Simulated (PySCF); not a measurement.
How methods differ on the ionisation energy of Ge¹⁵⁺

Ge¹⁵⁺ [Ne] 3s2 3p5 (2P) → Ge¹⁶⁺ [Ne] 3s2 3p4 (3P), as a difference of total energies. All numbers are calculated (PySCF 2.14, scalar relativity by spin-free X2C-1e, in an even-tempered Gaussian basis (19 s from 1.1 bohr⁻², ratio 2.5; 12 p from 1.4 bohr⁻², ratio 2.5; 5 d from 8.6 bohr⁻², ratio 2.7; 4 f from 13 bohr⁻², ratio 2.7)). Correlated levels: outer shells: 1s2 frozen; virtual orbitals above 40 to 60 times the deepest correlated orbital energy dropped. The calculations carry no spin-orbit coupling.

```tsv
method	ionisation energy (eV)
UHF	567.27
LDA	569.26
PBE	569.10
PBE0	569.11
r2SCAN	569.28
revPBE	569.05
M06-2X	569.19
MP2 (outer shells)	568.24
SCS-MP2 (outer shells)	568.18
```

How much does correlation contribute at MP2 (outer shells)?

568.24 − (567.27) = 0.97 eV, measured against UHF.

Spin-orbit coupling is strong in these open shells (close to jj coupling). The scalar numbers leave it out and a first-order estimate fails, so it can dominate the gap to the real levels.

Breit and QED terms and the two-electron picture change are absent.

For comparison: 567.3 ± 0.5 eV (semi-empirical (NIST evaluation); NIST Atomic Spectra Database, ionization energies).
